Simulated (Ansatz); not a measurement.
An input meant for the cluster Pd2O⁺ (charge 1, doublet).

```yaml
crystal:
  periodic: [false, false, false]
  atoms:
    - {symbol: Pd, position_ang: [-1.845893, -0.025665, -0.167106]}
    - {symbol: Pd, position_ang: [1.845804, 0.026596, 0.168096]}
    - {symbol: O, position_ang: [0.000099, -0.000920, -0.000990]}
basis:
  gaussian: {orbitals: def2-TZVPD}
total_charge: 1
magnetization: {spin_polarized: true, initial_magnetization: 5}
hamiltonian: {xc: {name: SVWN5}}
scf: {omitted_lower_state_checks: [starts]}
```

```sh
$ ansatz run in.yaml --threads 4 --pin off --events-out ev --progress --plain --max-ram 3916MiB
```

Output, abridged:

```
Functional definition: SVWN5
902 factors; their error is unknown
mean field evaluation 1: about -8953.4341 eV, gradient 7.0e1 eV
mean field evaluation 2: about -8779.1162 eV, gradient 1.6e2 eV
mean field evaluation 4: about -8969.3254 eV, gradient 2.2e1 eV
mean field evaluation 8: about -8968.0599 eV, gradient 2.4e1 eV
mean field evaluation 16: about -8970.6789 eV, gradient 6.7e-2 eV
mean field -8970.67892839 eV, -329.6663700737 hartree, gradient 1.6e-6 eV, S^2 8.753774; 0 other end points of the search recorded, 0 dependent functions left out
reference -8970.67897681 eV, -329.6663718530 hartree; 24, 19 occupied and 96, 101 virtual orbitals, 902 factors
Total energy: -8970.67897681 eV, -329.6663718530 hartree
Checks for a lower state left out: starts
```

In this input the spin is set far too high (5 unpaired electrons typed, 1 in the doublet as meant). The calculation finished and met its thresholds. The result belongs to that input, not to the species as meant.

In the def2 sets Pd takes a core potential; there is no spin–orbit coupling.
